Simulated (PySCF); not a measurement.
From one molecule to another.

First species: C4H8O.
SMILES: `OCC1CC1`

Second species: C7H13BO2.
SMILES: `B1OCC[C@H](C2CCC2)O1`

Levels: CAM-B3LYP/def2-SVPD for HOMO energy, LUMO energy, HOMO–LUMO gap and static isotropic polarisability; TDDFT CAM-B3LYP/def2-SVPD for lowest singlet excitation; TDA CAM-B3LYP/def2-SVPD for lowest triplet excitation (Tamm–Dancoff); ΔSCF CAM-B3LYP/def2-SVPD for vertical ionisation energy. Geometries: PBE0-D3(BJ)/def2-SVP. Each species is one conformer at its optimised geometry, gas phase, non-relativistic unless stated; the electronic structure was computed with PySCF and density fitting.

Dipoles, sizes and rotational constants follow the conformer. The torsions of the flexible species, by atom-mapped SMILES:
- `[OH:1][CH2:2][CH:3]1[CH2:4][CH2:5]1`: O1–C2–C3–C4 83°, H–O1–C2–C3 -52°

The conformers of `B1OCC[C@H](C2CCC2)O1` aren't listed.

(1) Which of the two has the higher vertical ionisation energy, and by how much?

(2) Which has the higher S1 energy?

(3) Which has the higher HOMO energy?

(4) Which of the two has the higher LUMO energy, and by how much?

(5) Which of the two has the higher T1 energy, and by how much?

(6) Which has the higher static isotropic polarisability?

Results:

(1) The first: 10.31 eV against 10.23 eV, a difference of 0.08 eV.

(2) The second: 7.76 eV against 7.16 eV, a difference of 0.60 eV.

(3) The first: -9.32 eV against -9.59 eV, a difference of 0.27 eV.

(4) The first: 1.33 eV against 1.04 eV, a difference of 0.29 eV.

(5) The second: 7.14 eV against 6.85 eV, a difference of 0.29 eV.

(6) The second: 96.9 au against 52.0 au, a difference of 44.9 au.

On the first: The polarisability is 7.71 Å³ as a volume (1 au = 0.148185 Å³), or 1.30 au for each of the 40 electrons. S1 lies 3.49 eV below the HOMO–LUMO gap; its leading configuration is HOMO→LUMO, weight 0.79.

On the second: No computed singlet falls in the visible range (750 to 380 nm, 1.65 to 3.26 eV); S1 lies 4.50 eV above its blue end. S1 lies 2.87 eV below the HOMO–LUMO gap; its leading configuration is HOMO→LUMO, weight 0.61.
